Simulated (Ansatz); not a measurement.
Reaction (formal hydrolysis of the Si–Cl bond): `B[Si](O)(F)Cl` + H₂O → `B[Si](O)(O)F` + HCl

Isolated molecules relaxed with PBE0-D4/def2-TZVP in Ansatz; ΔE leaves out vibrations. CBS: MP2 limit from def2 TZ/QZ plus the TZ coupled-cluster correction, frozen cores. This one scheme is used for every species. Functionals use def2-TZVPP. Each species was taken in one conformer, which may not be the lowest.

| level | ΔE (kJ/mol) |
| --- | --- |
| PBE-D4 | 3.4 |
| r2SCAN0-D4 | -3.1 |
| PBE | 1.5 |
| r2SCAN0 | -3.6 |

Q: What does CCSD(T)/CBS give? (An estimate is asked.)

A: Ansatz gave: -3.3 kJ/mol. The listed levels differ from it by 6.7, 0.2, 4.8, -0.3 kJ/mol.

Largest T1 diagnostic among the species: 0.012.

In def2-TZVPP, CCSD(T) changes the Hartree–Fock value by +4.8 kJ/mol (the triples alone add +1.8 kJ/mol) and MP2 by +9.4 kJ/mol. From BLYP to BHLYP (50 % exact exchange), in def2-TZVPP and without D4, ΔE moves by −4.1 kJ/mol.
